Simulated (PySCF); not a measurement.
## Cu²⁺: excitation energy

Cu²⁺ [Ar] 3d9 (2D) → Cu²⁺ [Ar] 3d8 4p1 (high-spin determinant), as a difference of total energies. All numbers are calculated (PySCF 2.14, the non-relativistic Hamiltonian (point nucleus), in def2-TZVPPD). Correlated levels: valence: [Ar] frozen; valence and next inner shell: [Ne] frozen. The calculations carry no spin-orbit coupling.

```json
{"method": "UHF", "excitation energy (cm⁻¹)": "107460"}
{"method": "LDA", "excitation energy (cm⁻¹)": "126040"}
{"method": "PBE", "excitation energy (cm⁻¹)": "121450"}
{"method": "PBE0", "excitation energy (cm⁻¹)": "119970"}
{"method": "r2SCAN", "excitation energy (cm⁻¹)": "116500"}
{"method": "MN15", "excitation energy (cm⁻¹)": "131380"}
{"method": "PBEsol", "excitation energy (cm⁻¹)": "122930"}
{"method": "TPSSh", "excitation energy (cm⁻¹)": "119590"}
{"method": "BP86", "excitation energy (cm⁻¹)": "121490"}
{"method": "MP2 (valence)", "excitation energy (cm⁻¹)": "124740"}
{"method": "SCS-MP2 (valence)", "excitation energy (cm⁻¹)": "123880"}
{"method": "MP2 (valence and next inner shell)", "excitation energy (cm⁻¹)": "128850"}
{"method": "SCS-MP2 (valence and next inner shell)", "excitation energy (cm⁻¹)": "126730"}
```

A first-order spin-orbit estimate (lowest level to lowest level, LS coupling) adds -0.019 eV.

The determinant of the upper state mixes LS terms, which raises its energy above the lowest term, most at the Hartree-Fock and MP2 levels.
